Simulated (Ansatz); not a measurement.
`[F][Zr]([Cl])([Cl])[Cl]`. Charge 0, multiplicity 1. Zr: def2 effective core potential.

```
atom   x (Å)   y (Å)   z (Å)
  F1  -1.772   0.514   0.658
 Zr2  -0.074   0.021   0.027
 Cl3   0.854   1.806  -1.134
 Cl4   1.279  -0.531   1.833
 Cl5  -0.287  -1.810  -1.385
```

Q: List the harmonic frequencies (cm⁻¹, unscaled) at PBE0-D4/def2-TZVP in Ansatz. (Best estimate.)

A: The calculation gave: 100, 100, 109, 146, 146, 393, 432, 432, 692.

Q: Is this a minimum?

A: Yes, all 9 modes are real.

Q: Give the ideal-gas thermochemistry at 298.15 K and 1 bar (rigid rotor, harmonic oscillator; point group C3v, symmetry number 3).

A: Zero-point energy 15.2 kJ/mol; H(298) − E = 36.9 kJ/mol; entropy 368.6 J/(mol·K), of which translation 175.9, rotation 114.6, vibration 78.1; G(298) − E = -73.0 kJ/mol. Modes under 100 cm⁻¹ are hindered rotations or soft bends, so the harmonic entropy is rough.
